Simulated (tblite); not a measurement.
Record of a relaxation.

C₄H₁₂AsB.
SMILES with atom numbers: `[BH2:1][CH2:2][As:3]([CH3:4])[CH2:5][CH3:6]` (hydrogens: H7, H8 on B1; H9, H10 on C2; H11, H12, H13 on C4; H14, H15 on C5; H16, H17, H18 on C6)

Computed with GFN2-xTB (tblite), gas phase: L-BFGS steps from a force-field or distance-geometry start until the largest atomic force falls under 0.01 eV/Å. 4 of its 150 geometries are shown.

Step 0: E = -495.6445 eV, largest atomic force 3.363 eV/Å
```
atom  x, y, z in Å  |  force x, y, z in eV/Å
B1      2.094   -1.614   -0.083    0.163  -0.206  -0.848
C2      1.678   -0.207   -0.675    1.233   0.076  -0.446
As3     0.164    0.632    0.188   -0.310   0.475   3.315
C4      0.235    2.584   -0.254   -0.491  -0.653  -0.943
C5     -1.582    0.011   -0.452   -0.381   1.009  -1.391
C6     -1.875   -1.435   -0.191   -1.785  -0.941   0.406
H7      3.250   -1.888   -0.081   -0.348   0.104   0.206
H8      1.324   -2.471    0.144    0.035   0.197   0.117
H9      1.569   -0.214   -1.766    0.055  -0.186   0.040
H10     2.562    0.461   -0.469   -0.723  -0.183  -0.295
H11    -0.675    3.081    0.125    0.596  -0.161   0.130
H12     1.165    2.978    0.169   -0.413   0.123  -0.202
H13     0.195    2.674   -1.346    0.313   0.354   0.078
H14    -2.364    0.594    0.095    0.590  -0.009  -0.580
H15    -1.687    0.218   -1.556   -0.069  -0.023   0.756
H16    -2.389   -1.546    0.821    0.990  -0.080  -1.063
H17    -1.015   -2.099   -0.277   -0.164   0.137   0.105
H18    -2.658   -1.755   -0.934    0.709  -0.033   0.616
```

Step 50: E = -496.6490 eV, largest atomic force 0.060 eV/Å
```
atom  x, y, z in Å  |  force x, y, z in eV/Å
B1      2.041   -1.562   -0.155   -0.003   0.047  -0.028
C2      1.563   -0.200   -0.711   -0.017   0.020  -0.052
As3     0.186    0.591    0.547    0.016   0.018   0.023
C4      0.250    2.422   -0.221    0.022  -0.018  -0.008
C5     -1.446    0.044   -0.455   -0.030   0.013  -0.005
C6     -1.851   -1.396   -0.182    0.015  -0.027   0.026
H7      2.897   -1.603    0.644   -0.026  -0.003   0.015
H8      1.537   -2.560   -0.508    0.003  -0.008   0.016
H9      1.077   -0.253   -1.687    0.000   0.051   0.005
H10     2.342    0.566   -0.748    0.014  -0.048   0.034
H11    -0.596    3.006    0.145    0.009  -0.037  -0.024
H12     1.163    2.930    0.090    0.011  -0.015   0.000
H13     0.218    2.395   -1.309   -0.022   0.003  -0.005
H14    -2.255    0.712   -0.145   -0.019   0.025  -0.002
H15    -1.287    0.196   -1.526    0.000   0.015  -0.006
H16    -1.996   -1.544    0.887   -0.014  -0.037   0.045
H17    -1.073   -2.079   -0.516    0.042  -0.033  -0.004
H18    -2.779   -1.657   -0.692   -0.003   0.035  -0.029
```

Step 99: E = -496.6765 eV, largest atomic force 0.053 eV/Å
```
atom  x, y, z in Å  |  force x, y, z in eV/Å
B1      1.790   -1.634   -0.263    0.011   0.025   0.001
C2      1.586   -0.141   -0.621    0.008   0.004  -0.030
As3     0.200    0.710    0.570   -0.025   0.038  -0.018
C4      0.217    2.474   -0.345   -0.001  -0.034   0.009
C5     -1.420    0.043   -0.373   -0.011  -0.035  -0.001
C6     -1.691   -1.431   -0.106   -0.003  -0.001   0.020
H7      2.253   -1.914    0.778   -0.005   0.004  -0.020
H8      1.491   -2.495   -1.001   -0.008   0.024  -0.001
H9      1.287    0.058   -1.653    0.027   0.004   0.020
H10     2.481    0.451   -0.400   -0.044  -0.029   0.009
H11    -0.598    3.092    0.032    0.025  -0.013  -0.003
H12     1.155    2.995   -0.152   -0.033  -0.018  -0.010
H13     0.092    2.354   -1.421    0.022   0.013   0.015
H14    -2.276    0.637   -0.036    0.023  -0.002  -0.003
H15    -1.308    0.215   -1.447    0.022  -0.004  -0.004
H16    -1.859   -1.599    0.958   -0.005  -0.005   0.002
H17    -0.837   -2.036   -0.411   -0.028   0.023   0.001
H18    -2.572   -1.774   -0.651    0.024   0.007   0.012
```

Step 149: E = -496.6917 eV, largest atomic force 0.010 eV/Å
```
atom  x, y, z in Å  |  force x, y, z in eV/Å
B1      1.683   -1.603   -0.437    0.000  -0.001   0.001
C2      1.681   -0.062   -0.558   -0.001  -0.002   0.005
As3     0.197    0.718    0.566    0.003  -0.006   0.000
C4      0.173    2.473   -0.355    0.000  -0.004  -0.004
C5     -1.347   -0.038   -0.432    0.003   0.001  -0.003
C6     -1.701   -1.443    0.033   -0.002   0.002  -0.001
H7      2.037   -2.107    0.561    0.001   0.001  -0.003
H8      1.322   -2.282   -1.323    0.004   0.003  -0.001
H9      1.550    0.328   -1.569   -0.005  -0.002  -0.002
H10     2.577    0.392   -0.125    0.001   0.003   0.004
H11    -0.664    3.069    0.009    0.006   0.005   0.002
H12     1.092    3.022   -0.152   -0.001   0.001  -0.001
H13     0.069    2.348   -1.432   -0.004   0.002  -0.002
H14    -2.206    0.624   -0.285    0.000   0.000   0.001
H15    -1.115   -0.043   -1.500    0.002   0.007  -0.007
H16    -1.973   -1.437    1.088   -0.008  -0.002   0.004
H17    -0.845   -2.107   -0.092    0.003  -0.003   0.000
H18    -2.538   -1.847   -0.537    0.000  -0.005   0.004
```

**Question.** Summarise the path.

**Answer.** The energy falls by 24.15 kcal/mol from step 0 to step 149; nine tenths of that is first reached at step 32. It falls at every step. The largest force goes from 3.363 to 0.010 eV/Å. Among the bonds C2–As3 changes most, from 1.934 to 2.018 Å; the atoms move by 0.602 Å rms after alignment.

The cost below is that of the whole relaxation. On an Intel Xeon at 2.50 GHz with one thread, on a shared host, this took 2.9 s.
